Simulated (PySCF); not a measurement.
Ta⁵⁶⁺: ionisation energy

Ta⁵⁶⁺ [Ne] 3s2 3p5 (2P) → Ta⁵⁷⁺ [Ne] 3s2 3p4 (3P), as a difference of total energies. Computed with PySCF 2.14 in an even-tempered Gaussian basis (17 s from 14 bohr⁻², ratio 2.5; 12 p from 18 bohr⁻², ratio 2.5; 4 d from 76 bohr⁻², ratio 2.7; 4 f from 110 bohr⁻², ratio 2.7), with the spin-free X2C one-electron Hamiltonian (Gaussian nucleus). Correlated levels: outer shells: 1s2 frozen; virtual orbitals above 40 to 60 times the deepest correlated orbital energy dropped. The calculations carry no spin-orbit coupling.

```tsv
method	ionisation energy (eV)
UHF	5757.7
LDA	5759.5
PBE	5760.5
PBE0	5760.3
r2SCAN	5760.9
B2PLYP	5759.9
r2SCANh	5760.8
MP2 (outer shells)	5758.9
SCS-MP2 (outer shells)	5758.8
```

Spin-orbit coupling is strong in these open shells (close to jj coupling). The scalar numbers leave it out and a first-order estimate fails, so it can dominate the gap to the real levels.

Breit and QED terms and the two-electron picture change are absent.

For comparison: 5655 ± 5 eV (theoretical estimate listed by NIST; NIST Atomic Spectra Database, ionization energies).
